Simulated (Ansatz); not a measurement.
Coupled-cluster diagnostics for Fe3S2, Ansatz.

Geometry of the singlet (B3LYP-D4/def2-SVP):

Cartesian coordinates in Å:
```
Fe -1.063 0.664 0.224
Fe -0.341 -1.059 -1.020
Fe 1.088 0.592 0.863
S 0.570 0.986 -1.297
S -0.254 -1.183 1.231
```

Correlated methods freeze 25 core orbitals; core or outer-core shells of Fe are correlated, in sets that lack core-valence functions. The structure comes from a short search, and lower isomers may exist.

(1) Estimate the CCSD(T) correlation energy, the shares of MP2 and (T), T1 and the reference's ⟨S²⟩ for: charge 0, singlet, own geometry in def2-SVP; and the rough time on 4 threads of AMD EPYC 7B13 on a shared host.

Results:

(1) 
```
                          state     basis  correlation (eV)  MP2 share (%)  (T) share (%)     T1  ⟨S²⟩ (pure)  wall time                            remarks
charge 0, singlet, own geometry  def2-SVP           -37.933           87.4            6.4  0.078  0.00 (0.00)    3.2 min  large T1, restricted SCF unstable
```
Customary marks for T1 are 0.02 (closed shells), 0.045 (open shells) and about 0.05 (3d metals). T1 exceeds 0.02 in 1 of 1 rows and 0.045 in 1; the higher it lies, the less the single-reference result can be trusted.
